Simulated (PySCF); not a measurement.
C7H7N.
Numbering: `[CH2:1]=[CH:2][C:3]1=[C:4]([CH2:5][C:6]#[N:7])[CH2:8]1` (hydrogens: H9, H10 on C1; H11 on C2; H12, H13 on C5; H14, H15 on C8)

Computed with PySCF at CAM-B3LYP/def2-SVPD, non-relativistic, on one gas-phase PBE0-D3(BJ)/def2-SVP geometry that isn't relaxed in the solvent. The solvent is an IEF-PCM continuum (cavity from Bondi-type radii × 1.2), and excitations are vertical TDDFT with non-equilibrium linear response and a frozen core. Only the electrostatic response of the medium enters.

Gas-phase singlets (H = HOMO, L = LUMO):

| state | E (eV) | λ (nm) | f | leading configurations |
| --- | --- | --- | --- | --- |
| S1 | 5.254 | 236 | 0.497 | H→L 96% |
| S2 | 6.080 | 204 | 0.002 | H-1→L 93% |
| S3 | 6.251 | 198 | 0.008 | H→L+1 90% |
| S4 | 6.859 | 181 | 0.011 | H→L+2 82% |
| S5 | 6.981 | 178 | 0.000 | H-4→L 79% |

Task: Give the list for benzene (ε = 2.271), n² = 2.25.

Result: 
| state | E (eV) | λ (nm) | f | leading configurations | change by rank (eV) |
| --- | --- | --- | --- | --- | --- |
| S1 | 5.073 | 244 | 0.611 | H→L 97% | -0.181 |
| S2 | 6.081 | 204 | 0.002 | H-1→L 94% | +0.001 |
| S3 | 6.247 | 198 | 0.009 | H→L+1 90% | -0.004 |
| S4 | 6.785 | 183 | 0.010 | H→L+2 90% | -0.074 |
| S5 | 6.977 | 178 | 0.001 | H-3→L 89% | -0.004 |

Task: What are the lowest 5 singlets in chloroform (ε = 4.711)?

Result: 
```csv
state,E (eV),λ (nm),f,leading configurations,change by rank (eV)
S1,5.083,244,0.598,H→L 97%,-0.171
S2,6.078,204,0.002,H-1→L 94%,-0.002
S3,6.260,198,0.009,H→L+1 90%,+0.009
S4,6.743,184,0.007,H→L+2 91%,-0.116
S5,6.973,178,0.001,H-3→L 90%,-0.008
```

Task: The ground-state energy changes by -0.223 eV from gas to chloroform. By how much does the total energy of gas-phase S1 change?

Result: E(S1) = E(S0) + excitation energy, so it changes by -0.223 − 0.171 = -0.394 eV: it is lowered more than the ground state, which is what a red shift means. This is the vertical state, with the slow part of the continuum still set for S0.

Task: How do the frontier levels move from gas to chloroform?

Result: 
```tsv
orbital	gas (eV)	solvent (eV)	change (eV)	Löwdin shares, gas	Löwdin shares, solvent
LUMO+2	1.60	1.68	+0.08	C1 24 %, H10 10 %, C6 8 %, N7 8 %	N7 26 %, C6 23 %, C5 10 %, C1 10 %
LUMO+1	0.98	1.23	+0.25	C5 21 %, C6 16 %, H12 12 %, H13 12 %	C6 20 %, C5 17 %, C4 10 %, C8 9 %
LUMO	-0.23	-0.04	+0.19	C1 28 %, C2 19 %, C4 19 %, C3 14 %	C1 28 %, C2 19 %, C4 19 %, C3 14 %
HOMO	-8.03	-7.85	+0.18	C4 23 %, C3 18 %, C1 18 %, C2 12 %	C4 23 %, C3 18 %, C1 18 %, C2 11 %
HOMO-1	-10.12	-9.96	+0.16	C8 34 %, C3 17 %, C4 14 %, C2 8 %	C8 36 %, C3 18 %, C4 14 %, C2 9 %
HOMO-2	-10.58	-10.42	+0.16	C2 31 %, C1 22 %, C3 17 %, C8 9 %	C2 32 %, C1 22 %, C3 17 %, C8 9 %
HOMO-3	-11.10	-11.11	-0.01	N7 47 %, C6 37 %, C5 8 %	C4 28 %, C3 22 %, C8 17 %, C5 6 %
```

The HOMO–LUMO gap goes from 7.81 to 7.80 eV. Rows go by rank; for HOMO-3, LUMO+1 and LUMO+2 the atom shares or the degeneracy differ between the runs, so the row needn't follow one orbital.

Shape of the structure used: `[CH2:1]=[CH:2][C:3]1=[C:4]([CH2:5][C:6]#[N:7])[CH2:8]1`: C1–C2–C3–C4 180°, C3–C4–C5–C6 0°.
